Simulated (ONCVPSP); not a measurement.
# Pseudopotential generation for iron: ONCV, LDA (Perdew-Zunger), scalar-relativistic.

- Element: iron (Fe)
- Generator: ONCVPSP 4.0.1
- Type: optimised norm-conserving Vanderbilt (ONCV)
- Functional: LDA (Perdew-Zunger)
- Relativity: scalar-relativistic
- Frozen core: [Ne]
- Valence charge: 16
- Reference configuration: 3s2 3p6 3d6 4s2
- Partial waves: 3s+4s: rc 1.40 bohr, ncon 4, nbas 8, qcut 10.2 1/bohr, 2 projectors; 3p: rc 0.95 bohr, ncon 4, nbas 8, qcut 9.9 1/bohr, 1 projector; 3d: rc 1.30 bohr, ncon 4, nbas 9, qcut 11.8 1/bohr, 2 projectors, debl 3.8 Ha
- Local potential: polynomial inside 0.60 bohr (lpopt 4, dvloc0 0 Ha)
- Core correction: none

* Cutoffs needed: 55 Ha and 67 Ha (the cutoffs (Ha) at which the residual kinetic energy of the hardest occupied pseudo-wave falls to 1 and 0.1 mHa per electron)
* Ghost test: no bound ghost flagged; GHOST(+) flagged for s at 325.3 eV
* Largest excitation error: +17 meV (all-electron minus pseudo) for 3s2 3p6 3d7 4s0, out of 4 test configurations
